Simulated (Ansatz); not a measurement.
Geometry optimisation, Ansatz, UKS B3LYP-D4/def2-SVP.

The input (input.yaml):

```yaml
crystal:
  periodic: [false, false, false]
  atoms:
    - { symbol: F, position_ang: [0.1787, -1.87958, 1.34109] }
    - { symbol: B, position_ang: [1.0629, -0.97851, 1.14329] }
    - { symbol: In, position_ang: [-0.01251, 0.56227, -0.37816] }
    - { symbol: H, position_ang: [-1.44302, -0.04621, -1.36945] }
    - { symbol: H, position_ang: [0.21394, 2.34203, -0.73678] }
magnetization:
  spin_polarized: true
  initial_magnetization: 1
basis:
  gaussian: { orbitals: def2-SVP }
hamiltonian:
  xc: b3lyp
  dispersion: d4
relax:
  f_tol: 0.02
  max_steps: 40
```

Run as:

```bash
$ ansatz run input.yaml --threads 1 --pin off --max-ram 2048MiB --backend cpu --events-out ev --progress --plain --runs-dir out
```

Problem. Where does it end, and by what steps?

Solution. It converged. After 12 steps the energy has fallen by 0.574 eV; F1 moved furthest, 0.72 Å.

```
step  energy less start (eV)  largest force component (eV/Å)  accepted
   0                  0.0000                           1.137       yes
   1                 -0.1617                           1.409       yes
   2                 -0.2133                           1.866       yes
   3                 -0.3453                           1.182       yes
   4                 -0.4428                           0.726       yes
   5                 -0.5324                           0.548       yes
   6                 -0.5470                           0.612       yes
   7                 -0.4830                           1.260        no
   8                 -0.5693                           0.256       yes
   9                 -0.5647                           0.254        no
  10                 -0.5722                           0.171       yes
  11                 -0.5737                           0.044       yes
  12                 -0.5741                           0.008       yes
```

```xyz
5
Properties=species:S:1:pos:R:3
F 0.688 -1.743 1.829
B 0.598 -1.002 0.782
In -0.360 0.598 -0.455
H -1.366 0.017 -1.735
H 0.441 2.130 -0.422
```

The run took 28 s on 1 thread of Intel(R) Xeon(R) 6975P-C (Granite Rapids), on a shared host, peak memory 0.18 GiB.
